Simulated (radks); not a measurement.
Values are calculated unless marked as measured or tabulated.
Spherical quantum dot in the effective-mass picture: electrons in a parabolic well V = omega^2 r^2 / 2 with omega = 0.144, all in effective atomic units (hartree* = m*/eps^2 hartree, bohr* = eps/m* bohr), one dielectric constant everywhere. Level of theory: non-relativistic Kohn-Sham, LDA (Slater exchange, Perdew-Wang correlation), spin-polarised, spherical densities (a radial shooting solver with Libxc functionals). Levels are named by radial order and angular momentum (1s, 1p, 1d, 2s, ...), and open shells are averaged over m.

N = 22, configuration 1s2 1p6 1d10 2s2 1f(up 2, down 0). This is the lowest configuration that the search found. Occupied and some empty levels:

level,occupation,eigenvalue (hartree*),<r> (bohr*)
1s up,1,3.0601,6.596
1s down,1,3.0640,6.483
1p up,3,3.0896,7.510
1p down,3,3.0946,7.460
1d up,5,3.1301,8.135
1d down,5,3.1356,8.115
2s up,1,3.1609,6.154
2s down,1,3.1634,6.213
1f up,2,3.1796,8.627
1f down,0,3.1854,8.625
2p up,0,3.2226,7.055
2p down,0,3.2254,7.068
1g up,0,3.2371,9.046
1g down,0,3.2430,9.055
2d up,0,3.2888,7.802
2d down,0,3.2919,7.800

Energy (hartree*): total 41.3684, kinetic 1.8394, external 14.513, Hartree 28.307, exchange-correlation -3.2914.

Electron density:

r (bohr*),n(r) (e/bohr*^3)
0.720,0.007089
1.92,0.006151
3.12,0.005058
4.33,0.004629
5.53,0.005098
6.73,0.005750
7.94,0.005390
9.14,0.003628
10.3,0.001574
11.5,0.0004126
12.8,0.00006272
13.9,5.717e-06
15.2,3.123e-07
